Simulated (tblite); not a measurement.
C₄H₆Cl₃ (doublet state).
Atom-mapped SMILES: `[CH3:1][CH2:2][CH:3][C:4]([Cl:5])([Cl:6])[Cl:7]` (hydrogens: H8, H9, H10 on C1; H11, H12 on C2; H13 on C3)

Geometry (GFN2-xTB, Å), atoms numbered from 1 in this order:
```
atom  x, y, z in Å
C1    -1.912   -0.145   -0.235
C2    -0.476   -0.656   -0.295
C3     0.466    0.359   -0.807
C4     1.838    0.403   -0.412
Cl5    2.867    1.306   -1.520
Cl6    1.962    1.338    1.258
Cl7    2.550   -1.181   -0.083
H8    -2.573   -0.928    0.128
H9    -1.981    0.704    0.439
H10   -2.252    0.165   -1.220
H11   -0.147   -0.999    0.690
H12   -0.441   -1.539   -0.949
H13    0.093    1.173   -1.407
```

The geometry is computed with GFN2-xTB (gas phase). This method treats the open shell by occupation alone, without spin polarisation.

Masses are those of the commonest isotopes; rigid-rotor values at the optimised geometry. The values belong to one conformer with, in the numbering `[CH3:1][CH2:2][CH:3][C:4]([Cl:5])([Cl:6])[Cl:7]`, C1–C2–C3–C4 150°.

What are A, B and C (GHz)?

Ia = 297.03, Ib = 522.13, Ic = 538.78 u·Å²; 505379 MHz·u·Å²/I gives 1701, 967.9 and 938.0 MHz, that is A = 1.7014, B = 0.9679, C = 0.9380 GHz.

Classify the top.

A near-prolate asymmetric top: κ = (2 × 967.9 − 1701 − 938.0)/(1701 − 938.0) = -0.92.

Is it planar, by Δ = Ic − Ia − Ib?

Not planar: Δ = Ic − Ia − Ib = -280.39 u·Å². For a rigid frame Δ = −2 Σ m c², so Σ m c² = 140.19 u·Å² lies off the ab plane: 6.58 from hydrogen and 133.61 from heavier atoms. The atom farthest from that plane is 1.69 Å away.

Give the other two planar moments, Paa and Pbb, and the rms extents of the mass along the axes.

Paa = Σ m a² = (Ib + Ic − Ia)/2 = 381.94 and Pbb = Σ m b² = (Ia + Ic − Ib)/2 = 156.84 u·Å². With the mass M = 158.95 u, the rms extents √(P/M) along a, b and c are 1.55, 0.99, 0.94 Å.

Estimate the classical rotational partition function at 25 K, 100 K and 500 K.

Point group C1, symmetry number σ = 1; q = (√π/σ)·√((kT/h)³/(ABC)), k/h = 20836.6 MHz/K: 17000 at 25 K, 136000 at 100 K, 1520000 at 500 K.

For this open shell read J as N, the rotation without spin; fine and hyperfine splittings come on top. Its GFN2-xTB frequencies are all real (lowest 17 cm⁻¹). Zero-point vibration and centrifugal distortion are left out.
